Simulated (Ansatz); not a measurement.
Molecular dynamics of CH₆Sn

The input (input.yaml):

```yaml
crystal:
  periodic: [false, false, false]
  atoms:
    - { symbol: Sn, position_ang: [0.003872, 0.006386, 0.002304] }
    - { symbol: H, position_ang: [0.375353, -0.166078, 1.675515] }
    - { symbol: H, position_ang: [1.470098, 0.242674, -0.870474] }
    - { symbol: H, position_ang: [-0.995524, 1.39415, -0.204302] }
    - { symbol: C, position_ang: [-1.019337, -1.766431, -0.720214] }
    - { symbol: H, position_ang: [-1.955054, -1.913674, -0.161694] }
    - { symbol: H, position_ang: [-1.253475, -1.652257, -1.788373] }
    - { symbol: H, position_ang: [-0.379033, -2.65027, -0.585863] }
basis:
  gaussian: { orbitals: def2-SVP }
hamiltonian:
  xc: b3lyp
md:
  timestep: 0.5
  n_steps: 166
  ensemble: nve
  temperature: 700.0
  initial_velocities: maxwell_boltzmann
  seed: 427325
  masses: [{ species: H, mass: 10.0 }]
```

Command:

```bash
$ ansatz run input.yaml --threads 1 --pin off --max-ram 2048MiB --backend cpu --events-out ev --progress --plain --runs-dir out
```

It starts from a relaxed structure.

Output, in part (one step line in 2, the closing report, with atoms numbered from 0):

```
md step     0: t =     0.00 fs  T =   700.0 K  F+E_penalty+E_count = -6966.78342490 eV  E_kin = 0.542892 eV  conserved = -6966.24053290 eV  (22 SCF iters)
md step     2: t =     1.00 fs  T =   692.4 K  F+E_penalty+E_count = -6966.77753994 eV  E_kin = 0.537024 eV  conserved = -6966.24051591 eV  (21 SCF iters)
md step     4: t =     2.00 fs  T =   671.3 K  F+E_penalty+E_count = -6966.76106959 eV  E_kin = 0.520597 eV  conserved = -6966.24047254 eV  (21 SCF iters)
md step     6: t =     3.00 fs  T =   639.9 K  F+E_penalty+E_count = -6966.73670674 eV  E_kin = 0.496291 eV  conserved = -6966.24041547 eV  (21 SCF iters)
md step     8: t =     4.00 fs  T =   603.0 K  F+E_penalty+E_count = -6966.70802610 eV  E_kin = 0.467668 eV  conserved = -6966.24035796 eV  (21 SCF iters)
md step    10: t =     5.00 fs  T =   565.2 K  F+E_penalty+E_count = -6966.67865493 eV  E_kin = 0.438344 eV  conserved = -6966.24031098 eV  (21 SCF iters)
md step    12: t =     6.00 fs  T =   530.3 K  F+E_penalty+E_count = -6966.65157521 eV  E_kin = 0.411294 eV  conserved = -6966.24028165 eV  (21 SCF iters)
md step    14: t =     7.00 fs  T =   500.8 K  F+E_penalty+E_count = -6966.62866159 eV  E_kin = 0.388389 eV  conserved = -6966.24027281 eV  (21 SCF iters)
md step    16: t =     8.00 fs  T =   477.3 K  F+E_penalty+E_count = -6966.61049278 eV  E_kin = 0.370210 eV  conserved = -6966.24028323 eV  (20 SCF iters)
md step    18: t =     9.00 fs  T =   459.2 K  F+E_penalty+E_count = -6966.59642246 eV  E_kin = 0.356114 eV  conserved = -6966.24030846 eV  (20 SCF iters)
md step    20: t =    10.00 fs  T =   444.2 K  F+E_penalty+E_count = -6966.58485997 eV  E_kin = 0.344518 eV  conserved = -6966.24034192 eV  (20 SCF iters)
md step    22: t =    11.00 fs  T =   429.8 K  F+E_penalty+E_count = -6966.57369500 eV  E_kin = 0.333319 eV  conserved = -6966.24037581 eV  (20 SCF iters)
md step    24: t =    12.00 fs  T =   413.1 K  F+E_penalty+E_count = -6966.56080215 eV  E_kin = 0.320400 eV  conserved = -6966.24040201 eV  (21 SCF iters)
md step    26: t =    13.00 fs  T =   392.2 K  F+E_penalty+E_count = -6966.54456539 eV  E_kin = 0.304152 eV  conserved = -6966.24041290 eV  (21 SCF iters)
md step    28: t =    14.00 fs  T =   366.1 K  F+E_penalty+E_count = -6966.52435750 eV  E_kin = 0.283955 eV  conserved = -6966.24040295 eV  (21 SCF iters)
md step    30: t =    15.00 fs  T =   335.9 K  F+E_penalty+E_count = -6966.50088288 eV  E_kin = 0.260512 eV  conserved = -6966.24037043 eV  (20 SCF iters)
md step    32: t =    16.00 fs  T =   304.2 K  F+E_penalty+E_count = -6966.47626115 eV  E_kin = 0.235941 eV  conserved = -6966.24031969 eV  (21 SCF iters)
md step    34: t =    17.00 fs  T =   275.2 K  F+E_penalty+E_count = -6966.45372710 eV  E_kin = 0.213465 eV  conserved = -6966.24026214 eV  (21 SCF iters)
md step    36: t =    18.00 fs  T =   253.6 K  F+E_penalty+E_count = -6966.43690069 eV  E_kin = 0.196686 eV  conserved = -6966.24021445 eV  (21 SCF iters)
md step    38: t =    19.00 fs  T =   243.1 K  F+E_penalty+E_count = -6966.42875108 eV  E_kin = 0.188558 eV  conserved = -6966.24019326 eV  (21 SCF iters)
md step    40: t =    20.00 fs  T =   245.5 K  F+E_penalty+E_count = -6966.43057790 eV  E_kin = 0.190369 eV  conserved = -6966.24020842 eV  (21 SCF iters)
md step    42: t =    21.00 fs  T =   259.4 K  F+E_penalty+E_count = -6966.44142334 eV  E_kin = 0.201166 eV  conserved = -6966.24025769 eV  (21 SCF iters)
md step    44: t =    22.00 fs  T =   280.9 K  F+E_penalty+E_count = -6966.45820878 eV  E_kin = 0.217881 eV  conserved = -6966.24032737 eV  (21 SCF iters)
md step    46: t =    23.00 fs  T =   304.5 K  F+E_penalty+E_count = -6966.47658338 eV  E_kin = 0.236186 eV  conserved = -6966.24039729 eV  (21 SCF iters)
md step    48: t =    24.00 fs  T =   324.6 K  F+E_penalty+E_count = -6966.49216838 eV  E_kin = 0.251720 eV  conserved = -6966.24044830 eV  (22 SCF iters)
md step    50: t =    25.00 fs  T =   336.9 K  F+E_penalty+E_count = -6966.50174554 eV  E_kin = 0.261277 eV  conserved = -6966.24046837 eV  (22 SCF iters)
md step    52: t =    26.00 fs  T =   339.8 K  F+E_penalty+E_count = -6966.50401958 eV  E_kin = 0.263565 eV  conserved = -6966.24045502 eV  (22 SCF iters)
md step    54: t =    27.00 fs  T =   334.4 K  F+E_penalty+E_count = -6966.49978599 eV  E_kin = 0.259371 eV  conserved = -6966.24041469 eV  (22 SCF iters)
md step    56: t =    28.00 fs  T =   323.9 K  F+E_penalty+E_count = -6966.49153336 eV  E_kin = 0.251173 eV  conserved = -6966.24036032 eV  (21 SCF iters)
md step    58: t =    29.00 fs  T =   312.5 K  F+E_penalty+E_count = -6966.48263948 eV  E_kin = 0.242332 eV  conserved = -6966.24030761 eV  (20 SCF iters)
md step    60: t =    30.00 fs  T =   304.4 K  F+E_penalty+E_count = -6966.47638628 eV  E_kin = 0.236115 eV  conserved = -6966.24027131 eV  (20 SCF iters)
md step    62: t =    31.00 fs  T =   302.7 K  F+E_penalty+E_count = -6966.47503734 eV  E_kin = 0.234776 eV  conserved = -6966.24026149 eV  (20 SCF iters)
md step    64: t =    32.00 fs  T =   308.1 K  F+E_penalty+E_count = -6966.47920505 eV  E_kin = 0.238924 eV  conserved = -6966.24028105 eV  (20 SCF iters)
md step    66: t =    33.00 fs  T =   318.9 K  F+E_penalty+E_count = -6966.48767040 eV  E_kin = 0.247346 eV  conserved = -6966.24032481 eV  (20 SCF iters)
md step    68: t =    34.00 fs  T =   331.8 K  F+E_penalty+E_count = -6966.49770527 eV  E_kin = 0.257324 eV  conserved = -6966.24038095 eV  (20 SCF iters)
md step    70: t =    35.00 fs  T =   342.2 K  F+E_penalty+E_count = -6966.50580691 eV  E_kin = 0.265373 eV  conserved = -6966.24043440 eV  (20 SCF iters)
md step    72: t =    36.00 fs  T =   345.8 K  F+E_penalty+E_count = -6966.50864004 eV  E_kin = 0.268169 eV  conserved = -6966.24047080 eV  (21 SCF iters)
md step    74: t =    37.00 fs  T =   339.7 K  F+E_penalty+E_count = -6966.50393813 eV  E_kin = 0.263458 eV  conserved = -6966.24047995 eV  (22 SCF iters)
md step    76: t =    38.00 fs  T =   323.2 K  F+E_penalty+E_count = -6966.49114712 eV  E_kin = 0.250689 eV  conserved = -6966.24045798 eV  (22 SCF iters)
md step    78: t =    39.00 fs  T =   298.2 K  F+E_penalty+E_count = -6966.47166718 eV  E_kin = 0.231259 eV  conserved = -6966.24040843 eV  (21 SCF iters)
md step    80: t =    40.00 fs  T =   268.6 K  F+E_penalty+E_count = -6966.44862642 eV  E_kin = 0.208284 eV  conserved = -6966.24034198 eV  (21 SCF iters)
md step    82: t =    41.00 fs  T =   239.7 K  F+E_penalty+E_count = -6966.42620290 eV  E_kin = 0.185928 eV  conserved = -6966.24027460 eV  (21 SCF iters)
md step    84: t =    42.00 fs  T =   217.1 K  F+E_penalty+E_count = -6966.40861773 eV  E_kin = 0.168394 eV  conserved = -6966.24022388 eV  (20 SCF iters)
md step    86: t =    43.00 fs  T =   204.8 K  F+E_penalty+E_count = -6966.39904552 eV  E_kin = 0.158842 eV  conserved = -6966.24020338 eV  (18 SCF iters)
md step    88: t =    44.00 fs  T =   204.4 K  F+E_penalty+E_count = -6966.39877434 eV  E_kin = 0.158556 eV  conserved = -6966.24021791 eV  (20 SCF iters)
md step    90: t =    45.00 fs  T =   214.9 K  F+E_penalty+E_count = -6966.40690605 eV  E_kin = 0.166644 eV  conserved = -6966.24026168 eV  (21 SCF iters)
md step    92: t =    46.00 fs  T =   232.6 K  F+E_penalty+E_count = -6966.42070426 eV  E_kin = 0.180383 eV  conserved = -6966.24032102 eV  (21 SCF iters)
md step    94: t =    47.00 fs  T =   252.8 K  F+E_penalty+E_count = -6966.43644916 eV  E_kin = 0.196070 eV  conserved = -6966.24037896 eV  (21 SCF iters)
md step    96: t =    48.00 fs  T =   270.9 K  F+E_penalty+E_count = -6966.45049135 eV  E_kin = 0.210071 eV  conserved = -6966.24042083 eV  (21 SCF iters)
md step    98: t =    49.00 fs  T =   283.3 K  F+E_penalty+E_count = -6966.46017861 eV  E_kin = 0.219741 eV  conserved = -6966.24043758 eV  (21 SCF iters)
md step   100: t =    50.00 fs  T =   288.8 K  F+E_penalty+E_count = -6966.46443979 eV  E_kin = 0.224013 eV  conserved = -6966.24042684 eV  (21 SCF iters)
md step   102: t =    51.00 fs  T =   288.2 K  F+E_penalty+E_count = -6966.46394718 eV  E_kin = 0.223555 eV  conserved = -6966.24039228 eV  (21 SCF iters)
md step   104: t =    52.00 fs  T =   284.4 K  F+E_penalty+E_count = -6966.46087879 eV  E_kin = 0.220536 eV  conserved = -6966.24034292 eV  (20 SCF iters)
md step   106: t =    53.00 fs  T =   281.2 K  F+E_penalty+E_count = -6966.45834931 eV  E_kin = 0.218058 eV  conserved = -6966.24029119 eV  (20 SCF iters)
md step   108: t =    54.00 fs  T =   282.8 K  F+E_penalty+E_count = -6966.45961519 eV  E_kin = 0.219364 eV  conserved = -6966.24025085 eV  (21 SCF iters)
md step   110: t =    55.00 fs  T =   292.7 K  F+E_penalty+E_count = -6966.46720223 eV  E_kin = 0.226968 eV  conserved = -6966.24023396 eV  (21 SCF iters)
md step   112: t =    56.00 fs  T =   311.9 K  F+E_penalty+E_count = -6966.48215273 eV  E_kin = 0.241905 eV  conserved = -6966.24024734 eV  (21 SCF iters)
md step   114: t =    57.00 fs  T =   339.5 K  F+E_penalty+E_count = -6966.50360308 eV  E_kin = 0.263313 eV  conserved = -6966.24029030 eV  (20 SCF iters)
md step   116: t =    58.00 fs  T =   372.0 K  F+E_penalty+E_count = -6966.52884256 eV  E_kin = 0.288489 eV  conserved = -6966.24035382 eV  (20 SCF iters)
md step   118: t =    59.00 fs  T =   404.2 K  F+E_penalty+E_count = -6966.55388124 eV  E_kin = 0.313459 eV  conserved = -6966.24042268 eV  (21 SCF iters)
md step   120: t =    60.00 fs  T =   430.6 K  F+E_penalty+E_count = -6966.57440676 eV  E_kin = 0.333928 eV  conserved = -6966.24047908 eV  (21 SCF iters)
md step   122: t =    61.00 fs  T =   446.6 K  F+E_penalty+E_count = -6966.58689670 eV  E_kin = 0.346389 eV  conserved = -6966.24050722 eV  (21 SCF iters)
md step   124: t =    62.00 fs  T =   450.1 K  F+E_penalty+E_count = -6966.58959408 eV  E_kin = 0.349096 eV  conserved = -6966.24049818 eV  (21 SCF iters)
md step   126: t =    63.00 fs  T =   441.7 K  F+E_penalty+E_count = -6966.58304947 eV  E_kin = 0.342596 eV  conserved = -6966.24045369 eV  (21 SCF iters)
md step   128: t =    64.00 fs  T =   425.0 K  F+E_penalty+E_count = -6966.56999818 eV  E_kin = 0.329611 eV  conserved = -6966.24038734 eV  (21 SCF iters)
md step   130: t =    65.00 fs  T =   405.1 K  F+E_penalty+E_count = -6966.55451114 eV  E_kin = 0.314190 eV  conserved = -6966.24032135 eV  (21 SCF iters)
md step   132: t =    66.00 fs  T =   387.3 K  F+E_penalty+E_count = -6966.54063643 eV  E_kin = 0.300358 eV  conserved = -6966.24027834 eV  (20 SCF iters)
md step   134: t =    67.00 fs  T =   374.9 K  F+E_penalty+E_count = -6966.53102780 eV  E_kin = 0.290756 eV  conserved = -6966.24027157 eV  (21 SCF iters)
md step   136: t =    68.00 fs  T =   368.6 K  F+E_penalty+E_count = -6966.52613633 eV  E_kin = 0.285837 eV  conserved = -6966.24029926 eV  (21 SCF iters)
md step   138: t =    69.00 fs  T =   366.1 K  F+E_penalty+E_count = -6966.52429845 eV  E_kin = 0.283952 eV  conserved = -6966.24034673 eV  (21 SCF iters)
md step   140: t =    70.00 fs  T =   363.9 K  F+E_penalty+E_count = -6966.52260523 eV  E_kin = 0.282211 eV  conserved = -6966.24039432 eV  (21 SCF iters)
md step   142: t =    71.00 fs  T =   358.0 K  F+E_penalty+E_count = -6966.51808603 eV  E_kin = 0.277660 eV  conserved = -6966.24042618 eV  (21 SCF iters)
md step   144: t =    72.00 fs  T =   345.9 K  F+E_penalty+E_count = -6966.50869513 eV  E_kin = 0.268260 eV  conserved = -6966.24043471 eV  (21 SCF iters)
md step   146: t =    73.00 fs  T =   326.7 K  F+E_penalty+E_count = -6966.49381412 eV  E_kin = 0.253394 eV  conserved = -6966.24042037 eV  (21 SCF iters)
md step   148: t =    74.00 fs  T =   301.6 K  F+E_penalty+E_count = -6966.47426314 eV  E_kin = 0.233874 eV  conserved = -6966.24038868 eV  (21 SCF iters)
md step   150: t =    75.00 fs  T =   272.9 K  F+E_penalty+E_count = -6966.45198383 eV  E_kin = 0.211637 eV  conserved = -6966.24034711 eV  (21 SCF iters)
md step   152: t =    76.00 fs  T =   244.1 K  F+E_penalty+E_count = -6966.42957924 eV  E_kin = 0.189276 eV  conserved = -6966.24030310 eV  (21 SCF iters)
md step   154: t =    77.00 fs  T =   218.6 K  F+E_penalty+E_count = -6966.40983281 eV  E_kin = 0.169569 eV  conserved = -6966.24026357 eV  (21 SCF iters)
md step   156: t =    78.00 fs  T =   199.9 K  F+E_penalty+E_count = -6966.39525562 eV  E_kin = 0.155021 eV  conserved = -6966.24023477 eV  (21 SCF iters)
md step   158: t =    79.00 fs  T =   190.1 K  F+E_penalty+E_count = -6966.38767416 eV  E_kin = 0.147452 eV  conserved = -6966.24022219 eV  (22 SCF iters)
md step   160: t =    80.00 fs  T =   190.4 K  F+E_penalty+E_count = -6966.38787673 eV  E_kin = 0.147647 eV  conserved = -6966.24022979 eV  (21 SCF iters)
md step   162: t =    81.00 fs  T =   200.0 K  F+E_penalty+E_count = -6966.39537227 eV  E_kin = 0.155114 eV  conserved = -6966.24025858 eV  (21 SCF iters)
md step   164: t =    82.00 fs  T =   216.7 K  F+E_penalty+E_count = -6966.40834847 eV  E_kin = 0.168043 eV  conserved = -6966.24030504 eV  (21 SCF iters)
md step   166: t =    83.00 fs  T =   236.7 K  F+E_penalty+E_count = -6966.42391891 eV  E_kin = 0.183559 eV  conserved = -6966.24036030 eV  (23 SCF iters)
Total energy: -6966.42416721 eV, -256.0113661329 hartree
Atom 0 at     0.049389    -0.007138     0.012853 Å, force    -0.806364     0.071331    -0.351220 eV/Å
Atom 1 at     0.514278    -0.025353     1.672263 Å, force    -0.062545    -0.206478    -0.027726 eV/Å
Atom 2 at     1.476303     0.457851    -0.875161 Å, force    -0.357838    -0.113728     0.033989 eV/Å
Atom 3 at    -1.323133     1.044498    -0.161396 Å, force     0.421441     0.438898     0.070438 eV/Å
Atom 4 at    -1.075578    -1.736822    -0.791049 Å, force     1.086210    -0.547595     0.639599 eV/Å
Atom 5 at    -2.063592    -1.799719    -0.368658 Å, force    -0.904203     0.639347     0.420138 eV/Å
Atom 6 at    -1.194529    -1.638609    -1.890814 Å, force     0.483155    -0.464726     0.375137 eV/Å
Atom 7 at    -0.619751    -2.659142    -0.351568 Å, force     0.140145     0.182951    -1.160355 eV/Å
Dipole moment:     0.010761    -0.141690    -0.025131 e Å
```

All steps were run. The conserved energy stayed within 0.043 meV per atom of its start (net change 0.022 meV per atom), so the integration is sound. Over the second half the temperature averaged 0.43 of the 700 K drawn at the start: a run that starts near a minimum puts about half its kinetic energy into the potential. A run of 0.083 ps of so small a system gives no equilibrium averages.

The same pairs are bonded in the first frame and the last. Pairs count as bonded within 1.25 times the sum of covalent radii (0.12 Å more for H–H).

Last frame:

```xyz
8
Properties=species:S:1:pos:R:3
Sn 0.049 -0.007 0.013
H 0.514 -0.025 1.672
H 1.476 0.458 -0.875
H -1.323 1.044 -0.161
C -1.076 -1.737 -0.791
H -2.064 -1.800 -0.369
H -1.194 -1.639 -1.891
H -0.620 -2.659 -0.352
```

Run time: 4.9 min on 1 thread of AMD EPYC 9R14 (Zen 4), on a shared host, peak memory 0.15 GiB.
